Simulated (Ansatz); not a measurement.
`[NH2][GeH2][O][GeH2][NH2]`. Charge 0, multiplicity 1. Geometry: relaxed with PBE0-D4/def2-TZVP. It is one conformer, not always the lowest.

```xyz
13

N    -0.766   -0.701   -1.482
Ge    0.421    0.709   -1.468
O     0.227    1.534    0.083
Ge   -0.141    0.662    1.584
N     0.558   -1.024    1.437
H    -0.387   -1.559   -1.856
H    -1.654   -0.514   -1.926
H     1.838    0.135   -1.621
H     0.084    1.779   -2.521
H     0.595    1.387    2.722
H    -1.672    0.692    1.762
H     0.960   -1.407    2.280
H    -0.063   -1.693    1.006
```

Task: What is the dipole moment at PBE/def2-TZVPP? (Estimate.)

Result: Computed: 2.36 D, with components (-0.75, -2.17, -0.56) D in this frame, pointing from negative to positive charge.

Task: And with r2SCAN, B3LYP, ωB97M-V? (Estimate.)

Result: Computed: r2SCAN 2.38 D, B3LYP 2.35 D, ωB97M-V 2.34 D.

Task: Give the Mulliken charges with PBE, ωB97M-V, B3LYP in def2-TZVPP. (An estimate is asked.)

Result: The calculation gave: 
```json
{"atom": "N1", "PBE": "-0.41", "ωB97M-V": "-0.41", "B3LYP": "-0.43"}
{"atom": "Ge2", "PBE": "0.39", "ωB97M-V": "0.43", "B3LYP": "0.46"}
{"atom": "O3", "PBE": "-0.45", "ωB97M-V": "-0.53", "B3LYP": "-0.52"}
{"atom": "Ge4", "PBE": "0.42", "ωB97M-V": "0.45", "B3LYP": "0.49"}
{"atom": "N5", "PBE": "-0.39", "ωB97M-V": "-0.38", "B3LYP": "-0.40"}
{"atom": "H6", "PBE": "0.15", "ωB97M-V": "0.12", "B3LYP": "0.14"}
{"atom": "H7", "PBE": "0.15", "ωB97M-V": "0.12", "B3LYP": "0.13"}
{"atom": "H8", "PBE": "-0.03", "ωB97M-V": "0.01", "B3LYP": "-0.02"}
{"atom": "H9", "PBE": "-0.03", "ωB97M-V": "0.00", "B3LYP": "-0.03"}
{"atom": "H10", "PBE": "-0.03", "ωB97M-V": "0.00", "B3LYP": "-0.03"}
{"atom": "H11", "PBE": "-0.05", "ωB97M-V": "-0.02", "B3LYP": "-0.05"}
{"atom": "H12", "PBE": "0.14", "ωB97M-V": "0.10", "B3LYP": "0.12"}
{"atom": "H13", "PBE": "0.14", "ωB97M-V": "0.12", "B3LYP": "0.13"}
```

B3LYP here is the variant with VWN-RPA as its local correlation; programs differ in this.
